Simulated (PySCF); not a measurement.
[TcCl6]2-: Tc(IV) (d3), charge -2. The structure is a PBE0-D3(BJ)/def2-SVP, IEF-PCM water geometry optimised for multiplicity 4; coordination octahedral, point group Oh, metal–donor distances 2.37 Å.

The d shell alone is too small an active space for [TcCl6]2- (an active orbital has only 0.58 squared overlap with the free ion's shell): its levels, fitted parameters, g values and moments show what this model gives and aren't sound predictions.

```
7

Tc    0.0000    0.0000    0.0000
Cl    0.0000    0.0000    2.3738
Cl    0.0000    0.0000   -2.3738
Cl    2.3738    0.0000    0.0000
Cl   -2.3738    0.0000    0.0000
Cl    0.0000    2.3738    0.0000
Cl    0.0000   -2.3738    0.0000
```

Method (PySCF 2.14, density fitting): CASSCF(3,5) with orbitals averaged over all microstates of the shell, strongly contracted NEVPT2 on the averaged canonical orbitals; basis x2c-TZVPall on the metal, x2c-SVPall elsewhere; spin-free X2C; IEF-PCM water; spin-orbit coupling by state interaction with the mean-field operator over all roots.

(1) What is the ground state?

(2) List the excited states of the same spin.

(3) Which is the lowest state of another spin?

(4) What ligand-field parameters describe the result?

(5) What are the magnetic parameters?

No frequencies were computed for the optimised geometry. Charge-transfer states lie outside this active space and may come lower than some of these levels. NEVPT2 lifts 4T2g from 24871 to 29151 cm⁻¹; on the d shell alone it tends to overshoot states that fill the eg-type orbitals. NEVPT2 on the d shell alone tends to put d–d bands too high for such charged or covalently bound ions.

The job took 25 s on one thread of Arm Neoverse V2 (shared host), with 171 basis functions and a peak of 0.74 GiB, launched as `OMP_NUM_THREADS=1 python lf_run.py task.json out`.

## Answers

(1) 4A2g (S = 3/2, orbital degeneracy 1), with 3.0 electrons in the lower (t2g-type) set and 0.0 in the upper (eg-type) set, by NEVPT2.

(2) By NEVPT2: 4T2g at 29151 cm⁻¹ (343 nm); 4T1g at 34164 cm⁻¹ (293 nm); 4T1g at 58690 cm⁻¹. All are electric-dipole forbidden at this geometry.

(3) 2Eg at 12170 cm⁻¹ by NEVPT2; CASSCF alone puts it at 13498 cm⁻¹ above the same ground state.

(4) At CASSCF level (the NEVPT2 levels don't fit a ligand-field model well): orbital energies 0, 0, 0, 24277, 24277 cm⁻¹; 10Dq = 24277 cm⁻¹; B = 606 cm⁻¹; C = 2538 cm⁻¹; B over its free-ion value at the same level 0.665; the fit misses the states by 766 cm⁻¹ rms, so splittings below that are unsure; ζ = 796 cm⁻¹ (free ion 1084).

(5) The ground multiplet follows a spin Hamiltonian with S = 3/2, g = 1.954, 1.954, 1.954, D = 0 (spin-orbit part alone); the lowest levels hold 100 % of the spin-free ground state. μeff is 3.79 μB at 300 K and 3.79 μB at 10 K; the spin-only value is 3.88 μB.
